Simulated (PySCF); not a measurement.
B3LYP has the VWN-RPA correlation part, as in Gaussian. 

```xyz
9

C     -1.7169    -0.0474     0.1349
Ga    -0.0218    -1.0036    -0.4065
C      1.7157    -0.0042    -0.1561
H     -2.6153    -0.6365    -0.0372
H     -1.7823     0.8857    -0.4317
H     -1.6467     0.2016     1.1976
H      1.6684     0.9197    -0.7395
H      1.8105     0.2625     0.9003
H      2.5884    -0.5777    -0.4618
```

Charge 0, multiplicity 2.

Question: Give the Mulliken and meta-Löwdin atomic charges from B3LYP-D3(BJ)/def2-TZVP in PySCF 2.14.0.

Answer: 
```
atom  Mulliken (e)  meta-Löwdin (e)
----  ------------  ---------------
C1           -0.49            -0.55
Ga2           0.26             0.39
C3           -0.49            -0.55
H4            0.13             0.12
H5            0.12             0.12
H6            0.12             0.12
H7            0.12             0.12
H8            0.12             0.12
H9            0.13             0.12
```
